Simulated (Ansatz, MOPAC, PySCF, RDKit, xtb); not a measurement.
Dimer: HCl (SMILES Cl) (first 2 atoms) with ClH3Si (SMILES [SiH3]Cl); geometry from B3LYP-D3(BJ)/def2-TZVP, rigid monomers moved along the line of their centres of mass till H2···Cl4 is 2.84 Å.
(charge 0, multiplicity 1):
```
atom    x (Å)    y (Å)    z (Å)
----  -------  -------  -------
Cl     0.1814   0.4272  -0.0816
H     -0.0892  -0.4557   0.8177
Si     0.0035   0.5626   4.1825
Cl    -0.4477  -1.3467   3.4851
H     -0.0912   0.5233   5.6537
H     -0.9813   1.4976   3.6114
H      1.3718   0.8920   3.7469
```

Interaction energies are E(AB) − E(A) − E(B) at the monomers' geometry in the complex; basis-set methods are counterpoise corrected. RDKit's UFF carries no charges.

Correlated levels freeze the cores. The state reached by PM3 isn't checked.

Programs: Ansatz (Gaussian basis) for Hartree–Fock, density functionals and correlated methods; MOPAC for PM3 (differences of heats of formation); PySCF for the dispersion terms; RDKit for the force fields; xtb for the GFN methods. 

```
level                     interaction energy (kJ/mol)
------------------------  ---------------------------
UFF                                              -2.4
PM3                                              -6.3
GFN2-xTB                                         -9.0
PBE/def2-TZVPPD                                  -7.1
B3LYP-D3(BJ)/def2-TZVPPD                        -10.8
PBE0-D4/def2-TZVPPD                        (withheld)
wB97X-V/def2-TZVPPD                              -9.4
wB97M-V/def2-TZVPPD                              -9.1
CCSD(T)/aug-cc-pV(D+d)Z                    (withheld)
```

Q: Complete the blanks.

A: 
- PBE0-D4/def2-TZVPPD, interaction energy (kJ/mol): -10.3
- CCSD(T)/aug-cc-pV(D+d)Z, interaction energy (kJ/mol): -8.0

Ansatz is a program for electronic structure.
